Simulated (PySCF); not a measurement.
An unknown is described by computed data only.

Elements present: C, H, O and S. Monoisotopic mass: 124.0194 u.

| Property | Result |
| --- | --- |
| 1H NMR | chemical shifts (computed TMS as zero) by class: 4.54 (1 H), 2.87 (2 H), 1.75 (2 H), 1.20 (3 H) ppm [GIAO PBE0/pcSseg-1] |
| Dipole | 3.80 D [PBE0/pcSseg-1] |
| 13C NMR | chemical shifts (computed TMS as zero) by class: 60.6 (1 C), 19.4 (1 C), 13.7 (1 C) ppm [GIAO PBE0/pcSseg-1] |
| Rotational structure | rotational constants A, B, C: 3.916, 1.589, 1.508 GHz [PBE0-D3(BJ)/def2-SVP] |
| NMR, other nuclei | isotropic shieldings of nuclei other than C and H, by class: 86 (2 O), 114 (1 O), 164 (1 S) ppm [GIAO PBE0/pcSseg-1] |

Electronic properties: PySCF, gas phase, density fitting. Levels stand in brackets. Isolated species at its PBE0-D3(BJ)/def2-SVP geometry (one conformer only). NMR classes are plain means over equivalent atoms (diastereotopic ones count apart unless rotation or inversion swaps them), as if these changed places fast.

Question: Which formula fits the mass and the elements?

Answer: C3H8O3S (calculated 124.0194). No other formula that holds each of these elements comes within 0.0003 u with a fitting electron parity and a possible valence count.

Question: Give a SMILES that accounts for the data.

Answer: Numbering: `[CH3:1][CH2:2][CH2:3][S:4](=[O:5])(=[O:6])[OH:7]`. 3 carbons fall into 3 classes; from least to most shielded: sp3 carbon bound to sulfur [C3] (60.6 ppm), chain CH2 carbon [C2] (19.4 ppm), methyl carbon [C1] (13.7 ppm). Hydrogen classes from least to most shielded: 1 H on a hydroxyl oxygen, O7 (4.54 ppm), 2 H on an sp3 carbon bound to sulfur, C3 (2.87 ppm), 2 H on a chain CH2 carbon, C2 (1.75 ppm), 3 H on a methyl carbon, C1 (1.20 ppm, a mean of values up to 0.9 ppm apart in this geometry). The other shieldings belong to: 86 ppm, sulfonyl oxygen [O5/O6]; 114 ppm, hydroxyl oxygen [O7]; 164 ppm, sulfonyl sulfur [S4]. The optimised geometry has point group C1 and is an asymmetric top. Structure: `CCCS(=O)(=O)O`. The assignments are read from this structure; whether some other isomer fits the data as well wasn't checked.

The values belong to the conformer `[CH3:1][CH2:2][CH2:3][S:4](=[O:5])(=[O:6])[OH:7]`: C1–C2–C3–S4 66°, C2–C3–S4–O5 -77°, H–O7–S4–C3 -108°.
